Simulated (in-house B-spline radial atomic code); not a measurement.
Binding energies in In6+

NIST's tabulated ground configuration is [Kr] 4d7; each binding energy is the energy of the ion with one electron taken from that subshell, relaxed, less that of the parent. Computed with a radial B-spline atomic code at the basis-set limit: Dirac-Hartree-Fock, average of configuration, Fermi nucleus of rms radius 4.6156 fm. Energies include first-order Breit, QED and recoil terms.

| subshell | X-ray name | binding energy (eV) | -ε (eV) | relaxation (eV) |
| --- | --- | --- | --- | --- |
| 1s | K | 28046.9 | 28197.1 | 60.3 |
| 2s | L1 | 4352.5 | 4391.9 | 30.2 |
| 2p1/2 | L2 | 4047.3 | 4089.8 | 33.6 |
| 2p3/2 | L3 | 3839.3 | 3877.9 | 32.5 |
| 3s | M1 | 935.4 | 947.7 | 10.8 |
| 3p1/2 | M2 | 812.1 | 824.6 | 11.2 |
| 3p3/2 | M3 | 773.5 | 785.1 | 10.8 |
| 4s | N1 | 229.8 | 232.2 | 2.1 |
| 4p1/2 | N2 | 186.3 | 188.5 | 2.0 |
| 4p3/2 | N3 | 179.2 | 181.2 | 1.8 |
| 4d | N4,5 | 111.5 | 112.9 | 1.3 |

Relaxation = -ε minus the binding energy without Breit, QED and recoil terms.

Emission lines follow as differences of binding energies, with λ = 12398.42 eV·Å / E:

```json
{"line": "K-L3", "holes": "1s → 2p3/2", "energy (eV)": "24207.6", "wavelength (Å)": "0.51217"}
{"line": "K-L2", "holes": "1s → 2p1/2", "energy (eV)": "23999.6", "wavelength (Å)": "0.51661"}
{"line": "K-M3", "holes": "1s → 3p3/2", "energy (eV)": "27273.4", "wavelength (Å)": "0.4546"}
{"line": "L1-M3", "holes": "2s → 3p3/2", "energy (eV)": "3579.0", "wavelength (Å)": "3.4642"}
{"line": "L3-M1", "holes": "2p3/2 → 3s", "energy (eV)": "2903.9", "wavelength (Å)": "4.2696"}
```

Problem. What screening constant σ does Moseley's law, E = (3/4)·13.6057 eV·(Z - σ)², need for K-L3?

Solution. σ = 0.29.

Moseley's non-relativistic formula needs a falling, then negative, screening constant for heavy elements, because relativity binds the 1s electron more strongly than the formula allows.

Problem. What does it cost to remove both a 3p3/2 and a 4s electron?

Solution. 1031.5 eV, which is 28.19 eV more than the two single binding energies together.

Problem. What does it cost to remove both a 4s and a 4d electron?

Solution. 363.12 eV, which is 21.8 eV more than the two single binding energies together.

Problem. What does it cost to remove both a 1s and a 4p3/2 electron?

Solution. 28256 eV, which is 29.45 eV more than the two single binding energies together.
